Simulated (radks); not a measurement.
Q: The mean radii <r> (bohr) of the occupied orbitals of an atom or ion are listed with their occupations. Method: Dirac Kohn-Sham, PBE, spin-unpolarised, spherical densities, finite nucleus; Fermi nuclear charge, rms radius of each element as measured or else 0.836 A^(1/3) + 0.57 fm; computed with a radial shooting solver on a logarithmic mesh with Libxc functionals.

| orbital | occ. | <r> |
|---|---|---|
| 1s1/2 | 2 | 0.04275 |
| 2s1/2 | 2 | 0.1893 |
| 2p1/2 | 2 | 0.1627 |
| 2p3/2 | 4 | 0.1666 |
| 3s1/2 | 2 | 0.5512 |
| 3p1/2 | 2 | 0.5569 |
| 3p3/2 | 4 | 0.5674 |
| 3d3/2 | 4 | 0.5875 |
| 3d5/2 | 6 | 0.5916 |
| 4s1/2 | 2 | 1.635 |
| 4p1/2 | 2 | 1.939 |
| 4p3/2 | 2 | 1.976 |

Name the element and its charge. Open shells, if any, fill j = l - 1/2 first.

A: Z = 35, bromine, charge +1: Br+ in [Ar] 3d10 4s2 4p4. The 1s radius gives Z: for a bare nucleus <r> = (2 gamma + 1)/(2Z) with gamma = sqrt(1 - (Z/c)^2), 0.04191 bohr for Z = 35, and screening makes it slightly larger (0.04275 here). The occupations add up to 34, and the charge is Z minus that.
